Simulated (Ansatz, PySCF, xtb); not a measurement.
Process, species as SMILES: [CH3][Ge]([Br])([Br])[Br] + 3 [GeH4] (GeH4) -> [CH3][GeH3] + 3 [GeH3][Br] [bromogermane]
Each molecule is optimised on its own at B3LYP-D3(BJ)/def2-TZVP (Ansatz, a quantum-chemistry and plane-wave program). Frequencies are from Ansatz or PySCF.
Geometry of the first species:
```xyz
8

C     -2.4056     0.0387    -0.0322
Ge    -0.4604     0.0074    -0.0062
Br     0.3454    -1.7538    -1.2766
Br     0.3239    -0.2411     2.1591
Br     0.4000     1.9776    -0.8682
H     -2.7479     0.8760     0.5729
H     -2.7376     0.1563    -1.0619
H     -2.7739    -0.8994     0.3786
```

Quantity: bond separation energy (0 K, with B3LYP-D3(BJ) harmonic zero-point energies), in kJ/mol. Correlated levels leave the core frozen unless marked. No spin-orbit coupling. The frozen core is the preceding noble-gas configuration, with the filled d and f shells of earlier blocks. No relativistic terms. CBS marks a two-point X^-3 extrapolation of the correlation energy; Hartree-Fock from the larger set.

| level | program | bond separation energy (kJ/mol) |
|---|---|---|
| GFN1-xTB | xtb | -119.5 |
| HF/aug-cc-pVTZ | Ansatz | 5.2 |
| BLYP-D4/def2-TZVPD | Ansatz + dftd4 | 44.3 |
| revPBE-D3(BJ)/def2-TZVPD | Ansatz + dftd3 | 39.6 |
| PBE0/def2-TZVPD | Ansatz | 25.6 |
| r2SCANh-D4/def2-TZVPD | Ansatz + dftd4 | 35.4 |
| CAM-B3LYP-D4/def2-TZVPD | Ansatz + dftd4 | 32.3 |

Question: Estimate the value at CCSD(T)/CBS(cc-pVTZ,cc-pVQZ) as computed with Ansatz.

Answer: 27.8 kJ/mol, so CAM-B3LYP-D4/def2-TZVPD differs from it by 4.5 kJ/mol.
